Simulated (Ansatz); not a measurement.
Cost and result for the atomization energy of C₇H₁₂O₂, SMILES `CC(=O)CC(=O)C(C)C` (21 atoms, 20 bonds).

Z-matrix (Å, degrees):
```
C
C 1 1.498
H 1 1.094 2 109.2
H 1 1.094 2 109.8 3 116.7
H 1 1.088 2 110.4 3 -120.6
C 2 1.523 1 115.9 3 -69.2
O 2 1.205 1 123.4 3 113.0
C 6 1.523 2 106.8 1 -87.3
H 6 1.089 2 108.1 1 152.8
H 6 1.090 2 110.9 1 30.5
O 8 1.205 6 120.5 2 86.8
C 8 1.512 6 116.1 2 -91.5
C 12 1.517 8 111.7 6 157.5
C 12 1.531 8 108.7 6 -78.9
H 12 1.097 8 106.4 6 37.3
H 13 1.091 12 111.3 8 -59.5
H 13 1.091 12 110.7 8 60.2
H 13 1.092 12 110.3 8 -179.7
H 14 1.092 12 112.4 8 56.7
H 14 1.092 12 109.9 8 176.6
H 14 1.093 12 110.4 8 -64.2
```

Total charge 0; spin multiplicity 1. All single points use the PBE0-D4/def2-TZVP geometry. It is one conformer, not always the lowest. Program: Ansatz. All runs use 4 threads of an AMD EPYC 7R13 on a shared host and a share of an NVIDIA H100 80 GB. Times are those of one run each, without the atoms' runs, and a repeat can differ threefold. Electronic energies, without spin–orbit coupling; frozen cores. CCSD(T)/CBS adds CCSD(T) − MP2 in def2-TZVPP to the MP2 limit, and its time is that of the two runs behind it. T1 = 0.014. B3LYP takes the VWN-RPA correlation (the form of Gaussian; ORCA's B3LYP/G).

CCSD(T)/CBS is a level of theory with its own doubt, some kJ/mol a heavy atom from the limit and from the frozen cores, so smaller differences don't rank the functionals.

```json
{"level": "PBE0-D4/def2-TZVPP", "functions": "447", "wall time": "2 s"}
{"level": "PBE-D4/def2-TZVPP (with forces)", "functions": "447", "wall time": "2.1 s"}
{"level": "r2SCAN-D4/def2-TZVPP (with forces)", "functions": "447", "wall time": "2.7 s"}
{"level": "B3LYP-D4/def2-TZVPP (with forces)", "functions": "447", "wall time": "2.8 s"}
{"level": "ωB97X-V/def2-TZVPP", "functions": "447", "wall time": "2.9 s"}
{"level": "B2PLYP/def2-TZVPP", "functions": "447", "wall time": "2.9 s"}
{"level": "ωB97M-V/def2-TZVPP (with forces)", "functions": "447", "wall time": "4.1 s"}
{"level": "MP2/def2-QZVPP", "functions": "873", "wall time": "4.6 s"}
{"level": "CCSD(T)/def2-TZVPP", "functions": "447", "wall time": "24 s"}
{"level": "CCSD(T)/CBS(def2)", "functions": "–", "wall time": "29 s"}
```

Q: What atomization energy does each give, and how far from CCSD(T)/CBS? (An estimate is asked.)

A: Computed: 
```
                             level  atomization (kcal/mol)  difference from CCSD(T)/CBS  per bond
                PBE0-D4/def2-TZVPP                  2146.8                         20.7       1.0
   PBE-D4/def2-TZVPP (with forces)                  2189.5                         63.4       3.2
r2SCAN-D4/def2-TZVPP (with forces)                  2138.4                         12.3       0.6
 B3LYP-D4/def2-TZVPP (with forces)                  2129.2                          3.1       0.2
                ωB97X-V/def2-TZVPP                  2132.2                          6.1       0.3
                 B2PLYP/def2-TZVPP                  2108.8                        -17.3      -0.9
  ωB97M-V/def2-TZVPP (with forces)                  2135.1                          9.0       0.4
                    MP2/def2-QZVPP                  2146.8                         20.7       1.0
                CCSD(T)/def2-TZVPP                  2077.9                        -48.2      -2.4
                 CCSD(T)/CBS(def2)                  2126.1                          0.0       0.0
```

The D4 term adds +18.2 kcal/mol with B3LYP and +9.8 kcal/mol with PBE0; it sums over pairs of atoms, weighted by their polarisabilities, and B3LYP, whose exchange is more repulsive, gets the larger term. From PBE to PBE0 (25 % exact exchange), in def2-TZVPP and without D4, the atomization energy moves by −41.0 kcal/mol: exact exchange takes away binding that semilocal exchange gives to molecules. In def2-TZVPP, CCSD(T) changes the Hartree–Fock value by +517.9 kcal/mol (the triples alone add +33.5 kcal/mol) and MP2 by +558.5 kcal/mol; breaking electron pairs costs correlation energy, which Hartree–Fock lacks.
